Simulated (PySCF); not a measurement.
A calculated (LDA, PySCF 2.14, x2c-QZVPPall, scalar relativity by spin-free X2C-1e) atom or ion has these occupied shells.

```tsv
shell	electrons	orbital energy (eV)	rms radius, mean of both spins (bohr)
1s	2	-38644.4	0.0287
2s	2	-6173.3	0.116
2p	6	-5545.0	0.104
3s	2	-1339.0	0.305
3p	6	-1137.6	0.305
3d	10	-844.17	0.283
4s	2	-288.80	0.696
4p	6	-223.04	0.740
4d	10	-127.16	0.827
5s	2	-61.837	1.63
5p	6	-44.919	1.86
```

Q: Name the element and its charge.

A: La³⁺ (lanthanum, charge +3), in [Xe], closed-shell 1S.
